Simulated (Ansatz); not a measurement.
```xyz
20

C     0.0000    0.7050    0.0000
C    -1.3410    1.1407    0.0000
C    -2.1698    0.0000    0.0000
C    -1.3410   -1.1407    0.0000
C     0.0000   -0.7050    0.0000
C     1.2211    1.4100    0.0000
C     2.4422    0.7050    0.0000
C     2.4422   -0.7050    0.0000
C     1.2211   -1.4100    0.0000
C     3.7832    1.1407    0.0000
C     4.6120    0.0000    0.0000
C     3.7832   -1.1407    0.0000
H    -1.6763    2.1726    0.0000
H    -3.2548    0.0000    0.0000
H    -1.6763   -2.1726    0.0000
H     1.2211    2.4950    0.0000
H     1.2211   -2.4950    0.0000
H     4.1185    2.1726    0.0000
H     5.6970    0.0000    0.0000
H     4.1185   -2.1726    0.0000
```

Basis set: def2-SVP. Charge 0. Computed with Ansatz (development build ahead of 0.2.0); the lowest solution found for each multiplicity.

(1) How do the multiplicities compare at this shape? Give, from the lowest of each method, PBE0 (restricted) for 1, 3; PBE0 (unrestricted) for 1, 3; HF (unrestricted) for 1, 3; HF (restricted) for 1, 3.

## Answers

(1)

```
            method  multiplicity  E (eV)  <S²>
  PBE0, restricted             1   0.000  0.00
  PBE0, restricted             3   0.871  2.00
PBE0, unrestricted             1   0.000  0.27
PBE0, unrestricted             3   0.700  2.06
  HF, unrestricted             1   0.000  1.94
  HF, unrestricted             3   0.266  2.71
    HF, restricted             1   0.000  0.00
    HF, restricted             3   0.314  2.00
```

Caution for PBE0, unrestricted, HF, unrestricted: the unrestricted determinant is spin contaminated. Caution for HF, unrestricted: the unrestricted determinant is a mixture of spin states. Caution for HF, restricted: an unrestricted determinant lies well below.
